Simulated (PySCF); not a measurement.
A GIAO shielding run with PySCF (density fitting, non-relativistic, gas phase) on `O[Si@@H]1C=CC=C1F`, C₄H₅FOSi:

```
$ OMP_NUM_THREADS=1 python probes_run.py task.json out

{"job": {"kind": "nmr", "xc": "WP04", "basis": "pcSseg-1", "pop": false}, "charge": 0, "multiplicity": 1}
O      2.196473    -1.261932    -0.114864
Si     0.628650    -0.977646     0.357592
C     -0.655861    -0.725314    -0.974763
C     -1.224102     0.481772    -0.761706
C     -0.725053     1.316278     0.356049
C      0.269495     0.753722     1.062685
F      0.852001     1.337665     2.103781
H      2.549415    -0.693855    -0.806051
H      0.322630    -2.049460     1.339730
H     -0.987831    -1.387061    -1.776928
H     -2.042693     0.871605    -1.377748
H     -1.145812     2.301968     0.573335
```

Hardware: 1 thread of an Arm Neoverse N1, shared host. The job also computes ring-centre shieldings.

Problem. How large is the calculation?

Solution. 60 electrons, 151 basis functions and 805 auxiliary functions.

Problem. How long does it take, and how much memory does it need?

Solution. 21 s of wall time, with 15 SCF cycles and 4 response iterations; peak memory 0.87 GiB. Times on a shared host scatter by some tens of per cent.

Problem. And these other runs on the same molecule and hardware: GIAO shielding at B97-2/pcSseg-1; GIAO shielding at BLYP/pcSseg-1; GIAO shielding at KT2/pcSseg-1; GIAO shielding at KT3/pcSseg-1; GIAO shielding at LC-wPBE/pcSseg-1; GIAO shielding at PBE0/6-31G?

Solution. B97-2/pcSseg-1: 151 functions, 21 s; BLYP/pcSseg-1: 151 functions, 32 s; KT2/pcSseg-1: 151 functions, 33 s; KT3/pcSseg-1: 151 functions, 33 s; LC-wPBE/pcSseg-1: 151 functions, 39 s; PBE0/6-31G: 77 functions, 14 s.
